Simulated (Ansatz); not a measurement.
Ansatz (an electronic-structure program) input (CCSD(T)/aug-cc-pVDZ):

Ansatz 0.2 input:
```yaml
crystal:
  periodic: [false, false, false]
  atoms:
    - {symbol: C, position_ang: [2.03622935, -0.03807588, 1.00016607]}
    - {symbol: C, position_ang: [1.17959813, 0.86387104, 0.09609787]}
    - {symbol: C, position_ang: [0.63077491, 0.13528046, -1.08926433]}
    - {symbol: C, position_ang: [-0.61329492, -0.45100551, -1.24282031]}
    - {symbol: C, position_ang: [-1.68995228, -0.54570685, -0.37336581]}
    - {symbol: C, position_ang: [-1.78592879, -0.05116384, 1.03461403]}
    - {symbol: H, position_ang: [2.45656833, 0.53015140, 1.83269405]}
    - {symbol: H, position_ang: [1.44100944, -0.85641577, 1.40870870]}
    - {symbol: H, position_ang: [2.86215952, -0.47987471, 0.43948508]}
    - {symbol: H, position_ang: [0.38222437, 1.31391746, 0.68538074]}
    - {symbol: H, position_ang: [1.80445047, 1.68910951, -0.25935386]}
    - {symbol: H, position_ang: [1.31764968, 0.02216070, -1.92198364]}
    - {symbol: H, position_ang: [-0.77591638, -0.91874931, -2.21006148]}
    - {symbol: H, position_ang: [-2.57466259, -1.03322592, -0.76584746]}
    - {symbol: H, position_ang: [-0.89449711, -0.28357951, 1.61993828]}
    - {symbol: H, position_ang: [-1.92125757, 1.03598515, 1.07852959]}
    - {symbol: H, position_ang: [-2.64228666, -0.49867574, 1.53994486]}
basis:
  gaussian:
    orbitals: aug-cc-pVDZ
magnetization: {spin_polarized: true, initial_magnetization: 1}
correlation: {method: ccsd_t, electrons: outside_noble_gas}
output: {forces: true}
```

Output:

```
Functional definition: HF
integrals: 2.76 GiB planned
2353 factors; integrals over basis functions are off by at most 7.5e-4 eV
1.16 GiB of device memory are held for the factors and their scratch space
mean field: 1.76 GiB planned
mean field evaluation 1: about -6350.1647 eV, gradient 3.1e1 eV
mean field evaluation 2: about -6350.1701 eV, gradient 3.1e1 eV
mean field evaluation 4: about -6356.2012 eV, gradient 3.8e0 eV
mean field evaluation 8: about -6356.4816 eV, gradient 4.5e-1 eV
mean field evaluation 16: about -6356.1950 eV, gradient 3.8e0 eV
mean field -6356.48698619 eV, -233.5965881607 hartree, gradient 2.7e-6 eV, S^2 0.945317; 0 other end points of the search recorded, 0 dependent functions left out
6 core orbitals not correlated
reference -6356.48698619 eV, -233.5965881607 hartree; 18, 17 occupied and 213, 214 virtual orbitals, 2353 factors
densities: 25.31 GiB planned
second order -22.70268302 eV of doubles, -0.00000000 eV of singles
coupled cluster: 17.76 GiB planned
cycle   1  -24.13290928 eV  change    -1.4e0 eV  update   1.2e-1
cycle   2  -24.86111127 eV  change   -7.3e-1 eV  update   4.3e-2
cycle   3  -25.03065557 eV  change   -1.7e-1 eV  update   2.6e-2
cycle   4  -25.04330498 eV  change   -1.3e-2 eV  update   1.3e-2
cycle   5  -25.04398766 eV  change   -6.8e-4 eV  update   4.5e-3
cycle   6  -25.04525934 eV  change   -1.3e-3 eV  update   1.5e-3
cycle   7  -25.04549154 eV  change   -2.3e-4 eV  update   4.5e-4
cycle   8  -25.04558899 eV  change   -9.7e-5 eV  update   1.8e-4
cycle   9  -25.04559169 eV  change   -2.7e-6 eV  update   6.4e-5
cycle  10  -25.04558057 eV  change    1.1e-5 eV  update   2.5e-5
cycle  11  -25.04559559 eV  change   -1.5e-5 eV  update   1.0e-5
cycle  12  -25.04560212 eV  change   -6.5e-6 eV  update   4.5e-6
cycle  13  -25.04560471 eV  change   -2.6e-6 eV  update   2.7e-6
coupled cluster: 17.76 GiB planned
perturbative correction -0.90293773 eV, -0.0331823496 hartree
the calculation of the forces begins
1.16 GiB of device memory are held for the factors and their scratch space
Total energy: -6382.43552863 eV, -234.5501795069 hartree
Atom 0 at     2.036229    -0.038076     1.000166 Å, force    -0.079803     0.070556    -0.082367 eV/Å
Atom 1 at     1.179598     0.863871     0.096098 Å, force     0.097576    -0.000180     0.181660 eV/Å
Atom 2 at     0.630775     0.135280    -1.089264 Å, force     0.517718     0.220350     0.056531 eV/Å
Atom 3 at    -0.613295    -0.451006    -1.242820 Å, force    -0.070368    -0.203869    -0.429493 eV/Å
Atom 4 at    -1.689952    -0.545707    -0.373366 Å, force    -0.448704    -0.061852     0.326955 eV/Å
Atom 5 at    -1.785929    -0.051164     1.034614 Å, force     0.028853     0.130052     0.135985 eV/Å
Atom 6 at     2.456568     0.530151     1.832694 Å, force     0.181484     0.251965     0.363665 eV/Å
Atom 7 at     1.441009    -0.856416     1.408709 Å, force    -0.285955    -0.374553     0.182708 eV/Å
Atom 8 at     2.862160    -0.479875     0.439485 Å, force     0.370239    -0.191701    -0.264085 eV/Å
Atom 9 at     0.382224     1.313917     0.685381 Å, force    -0.381045     0.215648     0.273068 eV/Å
Atom 10 at     1.804450     1.689110    -0.259354 Å, force     0.256391     0.349015    -0.156078 eV/Å
Atom 11 at     1.317650     0.022161    -1.921984 Å, force     0.321002    -0.057305    -0.406641 eV/Å
Atom 12 at    -0.775916    -0.918749    -2.210061 Å, force    -0.072649    -0.216050    -0.443743 eV/Å
Atom 13 at    -2.574663    -1.033226    -0.765847 Å, force    -0.420099    -0.236041    -0.202217 eV/Å
Atom 14 at    -0.894497    -0.283580     1.619938 Å, force     0.410887    -0.129453     0.253331 eV/Å
Atom 15 at    -1.921258     1.035985     1.078530 Å, force    -0.057840     0.446265    -0.002600 eV/Å
Atom 16 at    -2.642287    -0.498676     1.539945 Å, force    -0.367687    -0.212847     0.213321 eV/Å
Dipole moment:     0.015911     0.040161     0.087141 e Å
```

It need not be the lowest isomer of its formula.

The determinant is spin-contaminated: <S^2> is 0.95 against 0.75 for a pure state.
